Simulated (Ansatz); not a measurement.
Geometry optimisation, UKS B3LYP-D4/def2-SVP (Ansatz 0.2.0).

input.yaml

```yaml
crystal:
  periodic: [false, false, false]
  atoms:
    - { symbol: "N", position_ang: [-0.21197, 0.80962, -0.09116] }
    - { symbol: B, position_ang: [0.07996, -0.67349, -0.00386] }
    - { symbol: O, position_ang: [1.06161, -0.98317, 0.71242] }
    - { symbol: Cl, position_ang: [-1.01923, -1.7124, -0.92664] }
    - { symbol: H, position_ang: [1.92054, -0.7471, 1.14442] }
    - { symbol: H, position_ang: [-0.4606, 1.21846, 0.80063] }
magnetization:
  spin_polarized: true
  initial_magnetization: 1
basis:
  gaussian: { orbitals: def2-SVP }
hamiltonian:
  xc: b3lyp
  dispersion: d4
relax:
  f_tol: 0.02
  max_steps: 50
output:
  orbitals: {}
```

Launched with:

```bash
$ ansatz run input.yaml --threads 2 --pin off --max-ram 3072MiB --backend cpu --events-out ev --progress --plain --runs-dir out
```

Where does it end, and by what steps?

It converged. After 10 steps the energy has fallen by 0.891 eV; H6 moved furthest, 0.41 Å.

| step | energy less start (eV) | largest force component (eV/Å) | accepted |
| --- | --- | --- | --- |
| 0 | 0.0000 | 5.302 | yes |
| 1 | -0.3306 | 2.719 | yes |
| 2 | -0.4469 | 1.723 | yes |
| 3 | -0.5546 | 1.194 | yes |
| 4 | -0.7635 | 2.331 | yes |
| 5 | -0.8456 | 0.365 | yes |
| 6 | -0.8785 | 0.240 | yes |
| 7 | -0.8793 | 0.236 | yes |
| 8 | -0.8905 | 0.102 | yes |
| 9 | -0.8913 | 0.043 | yes |
| 10 | -0.8915 | 0.018 | yes |

```xyz
6
Properties=species:S:1:pos:R:3
N 0.011 0.813 0.083
B 0.158 -0.607 0.089
O 1.203 -1.264 0.640
Cl -1.052 -1.565 -0.805
H 1.847 -0.672 1.052
H -0.798 1.207 0.575
```

Time of the run: 29 s on 2 threads of Arm Neoverse V1, on a shared host, peak memory 0.18 GiB.
